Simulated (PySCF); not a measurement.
# `C#CC1=CC=CCC1`, C8H8

Geometry (Å), atoms numbered from 1 in this order:
```xyz
16

C     3.4215   -0.1175    0.2304
C     2.2332    0.0346    0.1289
C     0.8378    0.1761    0.0096
C     0.2051    1.3283    0.2918
C    -1.2274    1.4327    0.1396
C    -1.9785    0.3390    0.0036
C    -1.3561   -1.0259    0.0402
C     0.0599   -0.9983   -0.5317
H     4.4595   -0.2369    0.3210
H     0.7561    2.1928    0.6320
H    -1.6674    2.4192    0.1599
H    -3.0539    0.3985   -0.0736
H    -1.3277   -1.3634    1.0847
H    -1.9659   -1.7404   -0.5158
H     0.0180   -0.8976   -1.6236
H     0.5783   -1.9324   -0.3085
```

Computed, not measured: GIAO CAM-B3LYP/6-31++G** magnetisability, rotational g tensor and spin-rotation constants, non-relativistic, gas phase (PySCF 2.14.0). Geometry: GFN2-xTB.

Problem. What are the magnetisability and the molar susceptibility?

Solution. Isotropic -1121 × 10⁻³⁰ J/T², or -67.5 × 10⁻⁶ cm³/mol; principal values -1265, -1065, -1033 × 10⁻³⁰ J/T², anisotropy 218 × 10⁻³⁰ J/T² (root of half the summed squared differences of the principal values). The susceptibility is in cgs units.

Problem. Split it along the inertial axes a, b, c into diamagnetic and paramagnetic parts about the centre of mass, with the quadrupole moment.

Solution. 
| axis | χ (10⁻⁶ cm³/mol) | diamagnetic (10⁻⁶ cm³/mol) | paramagnetic (10⁻⁶ cm³/mol) | summed x² of all electrons (Å²) | quadrupole Θ (D Å) |
| --- | --- | --- | --- | --- | --- |
| a | -64.9 | -351.1 | 286.3 | 194.2 | +5.34 |
| b | -62.8 | -891.9 | 829.1 | 66.8 | +1.58 |
| c | -74.8 | -1107.2 | 1032.4 | 16.0 | -6.92 |

Anisotropies 2χaa − χbb − χcc = +7.9 and 2χbb − χaa − χcc = +14.1 × 10⁻⁶ cm³/mol. Θ is traceless in Buckingham's convention.

Problem. And the rotational g tensor?

Solution. 
| axis | rotational constant (GHz) | g | nuclear part | electronic part |
| --- | --- | --- | --- | --- |
| a | 5.0532 | -0.0485 | 0.6311 | -0.6796 |
| b | 1.4966 | -0.0143 | 0.5687 | -0.5829 |
| c | 1.1912 | -0.0018 | 0.5759 | -0.5777 |

Asymmetric top; isotopes 12C, 1H; no vibrational averaging.
